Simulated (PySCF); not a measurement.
Computed shifts of a molecule C6H4F2, PBE/pcSseg-1 (PySCF), GIAO, gas phase, equivalent atoms averaged, in ppm (number of nuclei): ¹³C: 206.5 (1), 142.6 (1), 115.6 (1), 85.0 (1), 83.3 (1), 82.8 (1). ¹⁹F: -180.7 (1), -239.2 (1). ¹H: 7.78 (1), 6.40 (1), 6.11 (1), 2.74 (1). References: ¹³C against TMS (σ = 182.0 ppm); ¹⁹F against CFCl3 (σ = 133.6 ppm); ¹H against TMS (σ = 31.49 ppm), references at their B3LYP-D3(BJ)/def2-TZVP geometries, non-relativistic. Geometry optimised at PBE0-D3(BJ)/def2-SVP. The values are those of a single conformer.

Question: Which molecule gave these data?
A. C#CCC(F)=C=CF
B. C#C[C@H](F)[C@@H](F)C#C
C. C#C[C@H](F)C=C=CF
D. C#CCC#CC(F)F

Answer: C, C#C[C@H](F)C=C=CF
